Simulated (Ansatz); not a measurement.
C₂F₃I, SMILES `FC(F)=C(F)I`, 6 atoms. Charge 0, multiplicity 1. Correlated methods include outer-core shells of I, which these sets cover unevenly. I: def2 effective core potential. All runs use 4 threads of a server CPU on a shared host. Correlated methods freeze the cores.

**Question.** Give the basis size and wall time and peak host memory of each of these runs in Ansatz. RKS r2SCAN0-D4/def2-TZVPP energy; RKS B2PLYP (frozen core)/def2-TZVPP energy; RHF-CCSD(T)/def2-SVP energy; RKS ωB97M-V/def2-QZVPP energy; direct RPA on PBE orbitals/def2-TZVPP energy; RKS ωB97M-V/def2-SVP energy; RHF-CCSD(T)/def2-TZVPP energy; RKS PBE0-D4/def2-QZVPP energy; RKS PBE0-D4/def2-SVP energy; RKS ωB97M-V/def2-TZVPP energy and forces; RHF-MP2/def2-QZVPP energy; RKS revPBE-D4/def2-TZVPP energy. (Best estimate.)

**Answer.** Ansatz gave: Other jobs shared the machine, so times are rough.

```csv
level,job,functions,wall time,peak host memory (GiB)
RKS PBE0-D4/def2-SVP,energy,96,0.65 s,0.21
RKS revPBE-D4/def2-TZVPP,energy,205,0.85 s,0.27
RKS r2SCAN0-D4/def2-TZVPP,energy,205,2.1 s,0.54
RKS ωB97M-V/def2-SVP,energy,96,2.2 s,0.29
direct RPA on PBE orbitals/def2-TZVPP,energy,205,2.6 s,0.53
RKS B2PLYP (frozen core)/def2-TZVPP,energy,205,2.8 s,0.58
RKS PBE0-D4/def2-QZVPP,energy,367,3.1 s,1.1
RHF-CCSD(T)/def2-SVP,energy,96,3.5 s,0.51
RKS ωB97M-V/def2-TZVPP,energy and forces,205,4.3 s,0.68
RKS ωB97M-V/def2-QZVPP,energy,367,6.5 s,1.3
RHF-MP2/def2-QZVPP,energy,367,8 s,1.6
RHF-CCSD(T)/def2-TZVPP,energy,205,45 s,3.9
```
